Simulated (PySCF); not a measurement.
## CsIn at PBE0

Level: PBE0. basis Cs def2-SVPD with ECP46, In def2-SVPD with ECP28; scalar-relativistic core potentials; PySCF 2.14.

For CsIn, the state is ¹Σ⁺ (singlet), closed shell, a second solution, started from another occupation, the bond length is 0.4164 nm and the harmonic wavenumber is 61.5 cm⁻¹. The force constant is 0.137 mdyn/Å and the rotational constant Be is 0.01578 cm⁻¹. The anharmonicity ωexe is 0.112 cm⁻¹. The vibration–rotation constant αe is 4.42e-05 cm⁻¹ and the energy of the minimum from ground-state Cs + In is -0.421 eV. The HOMO–LUMO gap is 1.35 eV. The bond order (Mayer) is 0.99 and the dipole moment (positive dipole means Cs(−)In(+)) is -4.64 D.

Closed-shell solutions of metal pairs were not tested for spin polarisation, which can lower them a little. These are scalar-relativistic numbers at best; spin–orbit coupling would shift them, the dissociation energy most.
